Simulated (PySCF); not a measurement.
TPSSh on Al⁻ (aluminium, charge -1), [Ne] 3s2 3p2, high-spin 3P determinant. Calculation: PySCF 2.14, in dyall-acv3z; the non-relativistic Hamiltonian (point nucleus).

```
cycle= 1 E= -242.399487084937  delta_E= -0.0066  |g|= 0.0155  |ddm|= 0.141
cycle= 2 E= -242.399508360457  delta_E= -2.13e-05  |g|= 0.0129  |ddm|= 0.111
cycle= 3 E= -242.399845337954  delta_E= -0.000337  |g|= 0.00488  |ddm|= 0.0652
cycle= 4 E= -242.399866465676  delta_E= -2.11e-05  |g|= 0.00122  |ddm|= 0.00857
cycle= 5 E= -242.399869674156  delta_E= -3.21e-06  |g|= 0.000134  |ddm|= 0.00494
cycle= 6 E= -242.399869713659  delta_E= -3.95e-08  |g|= 1.13e-05  |ddm|= 0.000408
cycle= 7 E= -242.399869713823  delta_E= -1.64e-10  |g|= 1.58e-06  |ddm|= 5.77e-05
converged SCF energy = -242.399869713823  <S^2> = 2.0057451  2S+1 = 3.0038276
```

Highest occupied orbital energy: 1.117 eV; ⟨L²⟩ = 2.02; populations by l: s 6.00, p 8.00, d 0.00, f 0.00.

**Question.** Can this result be used?

**Answer.** With care. The run converged. At TPSSh the highest occupied level has a positive energy, so only the finite basis holds that electron; in a semilocal or global hybrid functional this comes from self-interaction and does not mean that the real anion is unbound.
